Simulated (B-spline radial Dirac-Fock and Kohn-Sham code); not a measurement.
**Ce³⁺ 4s: cross section and angular parameters**

System: Ce³⁺ in the configuration [Xe] 4f1; threshold 318.2 eV (orbital energy of the model). Calculated with a radial finite-basis atomic code, using Dirac-Hartree-Slater photoionisation with a Latter tail; cross sections with all multipoles, angular parameters from the dipole term and its interference with E2.

For linearly polarised light dσ/dΩ = σ/(4π) [1 + β P₂(cos θ) + (δ + γ cos²θ) sin θ cos φ], with θ from the polarisation vector and φ the angle between the beam and the projection of the electron momentum on the plane normal to the polarisation.

| hν (eV) | σ (kb) | β | γ |
| --- | --- | --- | --- |
| 400 | 104 | 1.945 | 0.445 |
| 688 | 55.1 | 1.966 | 0.422 |
| 719 | 51.9 | 1.967 | 0.415 |
| 756 | 48.4 | 1.969 | 0.405 |
| 833 | 42.1 | 1.971 | 0.383 |
| 1030 | 30.6 | 1.974 | 0.323 |
| 1060 | 29.2 | 1.974 | 0.314 |
| 1570 | 15.5 | 1.978 | 0.172 |
| 2000 | 10.3 | 1.980 | 0.078 |
| 2030 | 10.0 | 1.981 | 0.073 |
| 2230 | 8.47 | 1.981 | 0.037 |
| 2984.4 | 5.01 | 1.983 | -0.057 |
| 3630 | 3.49 | 1.984 | -0.101 |
| 6220 | ? | ? | ? |
| 6690 | 1.08 | 1.985 | -0.046 |
| 10900 | 0.397 | 1.985 | 0.290 |
| 12000 | 0.324 | 1.985 | 0.394 |
| 13300 | 0.260 | 1.985 | 0.519 |

Question: Give the values at 6220 eV.

Answer: σ = 1.24 kb, β = 1.985, γ = -0.072. For an s subshell δ is negligible.
